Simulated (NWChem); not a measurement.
HSe anion

Computed with NWChem. Sets without diffuse functions describe the anion's extra electron poorly. Structure relaxed at the B3LYP/def2-SVPD level.

Question: Taking Hartree-Fock/cc-pVQZ as the yardstick, which of these has the fewest basis functions while keeping “highest occupied level (eV)” within 0.1 eV of it: Hartree-Fock/cc-pVDZ; Hartree-Fock/aug-cc-pVTZ; Hartree-Fock/aug-cc-pVDZ; Hartree-Fock/cc-pVTZ?

Answer: none of them.
| level | basis functions | highest occupied level (eV) | relative time (rough) |
|---|---|---|---|
| Hartree-Fock/cc-pVDZ | 32 | -1.56 | 1 |
| Hartree-Fock/aug-cc-pVDZ | 45 | -2.46 | 1 |
| Hartree-Fock/cc-pVTZ | 57 | -2.12 | 4 |
| Hartree-Fock/aug-cc-pVTZ | 82 | -2.47 | 4 |
| Hartree-Fock/cc-pVQZ | 98 | -2.31 | 6 |

The yardstick is one finite set, not the basis-set limit.
